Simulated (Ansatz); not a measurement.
The cluster Na4O2⁻. Charge -1, multiplicity 2. Geometry r2SCAN-D4/def2-SVPD; atoms count from 1.

| atom | x (Å) | y (Å) | z (Å) |
| --- | --- | --- | --- |
| Na1 | -0.050 | -2.454 | 2.830 |
| Na2 | 0.047 | 2.461 | -2.823 |
| Na3 | -1.239 | -0.305 | -0.286 |
| Na4 | 1.241 | 0.301 | 0.283 |
| O5 | -0.020 | -1.123 | 1.283 |
| O6 | 0.022 | 1.119 | -1.286 |

The highest occupied level of the relaxed charge -1 doublet lies above zero (up to 0.37 eV). By energy differences its removal costs 0.32 eV (each at its own geometry, to the charge 0 singlet, at PBE0-D4/def2-TZVPD); the vertical value is larger still, so the positive level points to self-interaction error. The structure comes from a short search, and lower isomers may exist.

**Question.** Estimate the Mulliken populations from the PBE0/def2-TZVPD orbitals of Ansatz.

**Answer.** 
| atom | charge (e) | spin (α − β) |
| --- | --- | --- |
| Na1 | 0.58 | 0.29 |
| Na2 | 0.58 | 0.29 |
| Na3 | 0.67 | 0.19 |
| Na4 | 0.67 | 0.19 |
| O5 | -1.75 | 0.01 |
| O6 | -1.75 | 0.01 |
Mulliken values and Mayer orders depend strongly on the basis. With diffuse functions, as here, like atoms can get unlike values, and bond orders can come out too low or too high.

**Question.** Where does the spin sit?

**Answer.** Summed by element: Na 0.98, O 0.02, of 1 unpaired in all. Largest on single atoms: Na2 0.29, Na1 0.29, Na3 0.19.

**Question.** And the Mayer bond orders between bonded heavy atoms (over 0.3)?

**Answer.** Na1–O5 0.36 (2.04 Å); Na2–O6 0.36 (2.04 Å).
